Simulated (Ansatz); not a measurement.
Spectroscopic constants of AlS-, closed-shell singlet (lowest of 2S+1 = 1, 3, 5 at CCSD(T)/def2-TZVPP on PBE0 minima; our sources give no spin for the ground state, which may be another).

The constants come from a fifth-degree fit in 1/R (seven points, main isotopes). In def2 and cc sets the state is the lowest found near the PBE0 minimum, followed along R. The singlet is held restricted. HF and MP2 rows in def2 and cc sets belong to the determinant that coupled cluster picked by its CCSD energy.

Frozen-core correlation. CBS(a, b) extrapolates the correlation energy as X⁻³ and adds the Hartree–Fock energy of set b.

Programs: Ansatz (an electronic-structure program) with Gaussian orbitals. Each number belongs to the level named beside it.

**Question.** What bond length and harmonic frequency does HF/aug-cc-pV(5+d)Z give?

**Answer.** r_e = 2.083 Å, ω_e = 602 cm⁻¹.

**Question.** What bond length and harmonic frequency does CCSD/def2-QZVPP give?

**Answer.** r_e = 2.091 Å, ω_e = 591 cm⁻¹.

**Question.** What bond length and harmonic frequency does CCSD(T)/CBS(aug-cc-pV(Q+d)Z, aug-cc-pV(5+d)Z) give?

**Answer.** r_e = 2.097 Å, ω_e = 577 cm⁻¹.
